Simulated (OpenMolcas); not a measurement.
V3+ among 4 point charges of -0.75 e arranged as a square (D4h), 1.92 Å from the ion.
```
   1.9200    0.0000    0.0000  -0.75
   0.0000    1.9200    0.0000  -0.75
  -1.9200    0.0000    0.0000  -0.75
   0.0000   -1.9200    0.0000  -0.75
```

* Program: OpenMolcas
* Method: SS-CASPT2, IPEA 0.25 Eh, imaginary shift 0.1 Eh (closed shells correlated: 3s 3p)
* Basis: ANO-RCC-VTZP [6s5p3d2f1g]
* Scalar Hamiltonian: DKH2, point nucleus
* Active space: 2 electrons in 5 orbitals (3d)
* State averaging: 2S+1 = 3 even, 10 roots; 2S+1 = 1 even, 15 roots
* Spin-orbit coupling: RASSI with atomic mean-field integrals over the reference wave functions

(1) What is the spin-free ground state (labels of D4, the rotations of D4h)?

(2) Where is the first state of the same spin?

(3) What are the lowest two levels with spin-orbit coupling?

(4) What is χT at 300 K, and how does it compare with the textbook value?

## Answers

(1) 3A2, 1-fold in its orbital part, 97 % from free-ion F terms; it has the highest spin that d2 allows.

(2) 3E at 486 cm-1 above the ground state. The two act as a nearly degenerate pair, with unquenched orbital momentum.

(3) A 1-fold level A1, then a 2-fold level E 98 cm-1 above it. Their leading multiplicities are 3 (100 %) and 3 (100 %).

(4) The lowest level has 2S+1 = 3, for which the spin-only value is χT = S(S+1) / 2 = 1.000 cm3 K/mol (g = 2). The computed 0.859 at 300 K differs by -0.141, through orbital momentum, spin-orbit coupling and any other state in reach.

The ground term spreads over less than 5000 cm-1, several times less than with real ligands, so orbital moments are less quenched and χT lies further from the spin-only value than at real sites. Free-ion shares, where given, are those of the reference states; single-state CASPT2 does not remix them. This is an electrostatic model: the charges have no orbitals. No measured value stands beside these numbers.
